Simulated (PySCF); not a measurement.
CH11NSi3.

```xyz
16

C     -2.3571     1.0426     0.7614
Si    -1.9966    -0.3852    -0.4005
N     -0.3681    -0.3701    -1.0347
Si     1.0854    -0.9287    -0.2503
Si     2.2777     0.8700     0.6836
H     -3.3887     0.9889     1.1447
H     -2.2323     2.0102     0.2505
H     -1.6713     1.0240     1.6233
H     -2.9365    -0.3295    -1.5637
H     -2.1796    -1.6737     0.3353
H     -0.2299     0.1897    -1.8721
H      1.9707    -1.6675    -1.2072
H      0.6654    -1.8615     0.8406
H      1.4311     1.5498     1.7154
H      3.5605     0.4428     1.3268
H      2.5983     1.8766    -0.3790
```

The structure is a stationary point at PBE0-D3(BJ)/def2-SVP. This is a generated structure with no PubChem entry under its InChIKey; it may be hypothetical. The values are those of a single conformer.

Calculation: PySCF with B3LYP/pcSseg-1. Non-relativistic, no solvent.

### Question
Give the absolute GIAO shielding of each atom: isotropic value and principal components (ppm). (Estimate from the structure and the level; the computed values follow.)

### Answer

```tsv
atom	σ(iso)	σ11	σ22	σ33	span
C1	176.7	164.4	178.3	187.3	22.9
Si2	363.6	308.6	370.7	411.3	102.7
N3	253.3	232.1	241.2	286.4	54.3
Si4	381.5	322.8	365.5	456.3	133.6
Si5	443.7	432.3	441.0	457.8	25.6
H6	31.4	27.6	27.9	38.8	11.3
H7	31.1	27.8	29.1	36.5	8.7
H8	31.0	27.1	29.9	36.0	8.9
H9	26.7	22.6	25.5	32.0	9.4
H10	26.8	23.1	25.9	31.3	8.2
H11	32.2	23.5	30.1	42.9	19.4
H12	26.3	22.2	25.1	31.7	9.5
H13	26.5	23.4	25.9	30.1	6.7
H14	28.1	24.9	27.2	32.1	7.3
H15	28.1	25.1	25.4	33.6	8.5
H16	28.0	25.2	26.3	32.6	7.3
```
